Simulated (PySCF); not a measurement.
Compound: C3H7NSSi.
SMILES: `C=N/C=C\S[SiH3]`

Jobs on this species (13 atoms, 62 electrons) with PySCF (density fitting). Hardware of each: one thread of an Arm Neoverse N1, no GPU, shared host. Times come from a shared host and carry two figures at best. Peak memory is the resident size of the whole Python process, interpreter and libraries included.

Question: Rank these jobs by wall time, shortest first.
A. B97-2/pcSseg-1; shieldings; 151 basis functions
B. PBE0-D3(BJ)/def2-SVP, grid level 1; geometry optimisation from a GFN2-xTB start shaken at random; 127 basis functions
C. LC-wPBE/pcSseg-1; shieldings; 151 basis functions
D. PBE0/STO-3G; shieldings, charges and field gradients; 45 basis functions

Answer: D (6.5 s), A (22 s), C (39 s), B (2.0 min).

All jobs:

```tsv
level and settings	work	basis functions	SCF cycles	wall time	peak memory
PBE0/STO-3G	shieldings, charges and field gradients	45	13	6.5 s	0.40 GiB
PBE0/6-31G	shieldings, charges and field gradients	76	12	14 s	0.49 GiB
BHandHLYP/pcSseg-1	shieldings	151	13	21 s	0.85 GiB
PBE0/pcSseg-1	shieldings	151	12	21 s	0.87 GiB
B97-2/pcSseg-1	shieldings	151	14	22 s	0.85 GiB
WP04/pcSseg-1	shieldings	151	15	22 s	0.83 GiB
wB97X-D/pcSseg-1	shieldings	151	14	29 s	0.89 GiB
LC-wPBE/pcSseg-1	shieldings	151	14	39 s	0.79 GiB
PBE0-D3(BJ)/def2-SVP, grid level 1	geometry optimisation from a GFN2-xTB start shaken at random	127	85	2.0 min	0.51 GiB
```

What do all jobs in the table cost together?

About 4.9 min; the longest takes about 41 % of that, and about 18 times as long as the shortest.
